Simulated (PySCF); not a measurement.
Radial density of Dy⁺ (dysprosium, charge +1)

revPBE, [Xe] 4f10 5d1, one real determinant (an excited configuration). Computed with PySCF 2.14 in x2c-TZVPPall (11s7p7d4f2g, 113 functions), with scalar relativity by spin-free X2C-1e.

| r (bohr) | 4πr²ρ (e/bohr) | 4πr²(ρα − ρβ) |
| --- | --- | --- |
| 0.0253 | 78.05 | 0.0022 |
| 0.0426 | 95.26 | 0.0043 |
| 0.0716 | 116.1 | 0.0081 |
| 0.120 | 88.31 | 0.0901 |
| 0.203 | 101.3 | 0.7695 |
| 0.341 | 45.83 | 3.2310 |
| 0.573 | 51.11 | 4.9059 |
| 0.964 | 17.21 | 2.7008 |
| 1.62 | 7.414 | 0.8898 |
| 2.73 | 1.064 | 0.3346 |
| 4.59 | 0.1236 | 0.1183 |
| 7.71 | 0.007029 | 0.0070 |
| 13.0 | 7.100e-05 | 0.0001 |

Densities and radii are taken from the X2C orbitals without a picture-change correction, which distorts them close to the nucleus.

⟨L²⟩ = 40.00 against 72 for a pure L term, so this real determinant mixes terms. Spin-orbit coupling, absent here, splits the open shell strongly.
